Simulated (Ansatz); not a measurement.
Reaction (ligand exchange at the Si–O bond): `[SiH3][O][Cd][O][SiH3]` + `O[Si]S` → `[SiH3]O[Si]S` + `[OH][Cd][O][SiH3]`

Calculated with Ansatz (gas phase, PBE0-D4/def2-TZVP geometries, no zero-point term in ΔE). CCSD(T)/CBS adds triple-zeta CCSD(T) − MP2 to the extrapolated MP2 energy (def2 sets, frozen cores). This one scheme is used for every species. Functionals use def2-TZVPP. HSE06 is defined as in plane-wave codes. Elements past krypton have def2 core potentials. For Cd outer-core shells are correlated without core-valence functions, which leaves a few kJ/mol of doubt a bond. One conformer a species, not always the lowest.

| level | ΔE (kcal/mol) |
| --- | --- |
| HSE06-D4 | 1.1 |
| LC-ωPBE | 1.9 |

Task: What does CCSD(T)/CBS give? (An estimate is asked.)

Result: The calculation gave: +0.9 kcal/mol. The listed levels differ from it by 0.2, 1.0 kcal/mol.

Largest T1 diagnostic among the species: 0.016.

Leaving LDA and LC-ωPBE aside and taking each functional with its dispersion term where it has one, the values, not all of them listed here, spread over 1.9 kcal/mol, from BLYP-D4 to PBE-QIDH. From BLYP to BHLYP (50 % exact exchange), in def2-TZVPP and without D4, ΔE moves by +1.4 kcal/mol. At CCSD(T), def2-SVP lies +1.0 kcal/mol from the extrapolated value and def2-TZVPP +0.7 kcal/mol.
